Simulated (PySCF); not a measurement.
Electron correlation in Ti²⁺ (titanium, charge +2)

[Ar] 3d2, high-spin 3F determinant. Calculation: PySCF 2.14, in x2c-TZVPPall with one added diffuse shell each of s, p, d, f type (7s6p5d3f1g, 80 functions); the spin-free X2C one-electron Hamiltonian (Gaussian nucleus). Frozen: [Ne]; 10 electrons correlated.

| level | correlation energy (mhartree) |
| --- | --- |
| CCSD | -253.59 |
| (T) | -4.67 |
| CCSD(T) | -258.26 |

Diagnostics: T1 = 0.0052, D1 = 0.0133, largest double amplitude 0.023.

Question: Is a single reference adequate?

Answer: Yes: T1 lies below 0.03 and no double amplitude reaches 0.07.

This basis was not built for core-valence correlation, so the inner-shell part is incomplete.
